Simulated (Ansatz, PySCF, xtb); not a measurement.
Torsion N1–Si2–O3–H6 in H3NOSi (SMILES N[Si]O); at each angle all else is relaxed with GFN2-xTB, and the levels are single points there.
Geometry at 180° (charge 0, multiplicity 1):
```tsv
atom	x (Å)	y (Å)	z (Å)
N	-0.9747	-0.0700	0.1869
Si	0.3444	-1.0367	0.6748
O	1.5010	-0.1519	-0.1211
H	-1.9278	-0.2441	0.4508
H	-0.8675	0.7438	-0.4036
H	2.4196	-0.3932	-0.0864
```

On the grid 0° to 330°, 90° is the highest and 180° the lowest point at MP2/CBS(cc-pV(T+d)Z, cc-pV(Q+d)Z) + ΔCCSD(T)/cc-pV(T+d)Z.

Rows in LANL2DZ carry no dispersion term and start afresh at each structure. LANL2DZ brings its own core potentials from Na on.

Run with Ansatz (Gaussian orbitals); PySCF for LANL2DZ rows; xtb for the GFN methods. Each number belongs to the level named beside it.

One of these levels gives 281.1 meV for the energy at 90° less that at 180°. Which?
(A) r2SCAN/def2-TZVPP
(B) B3LYP/LANL2DZ
(C) GFN-FF

B, B3LYP/LANL2DZ. The others give -29.5 (GFN-FF), 257.4 (r2SCAN/def2-TZVPP)

Ansatz is a first-principles code.
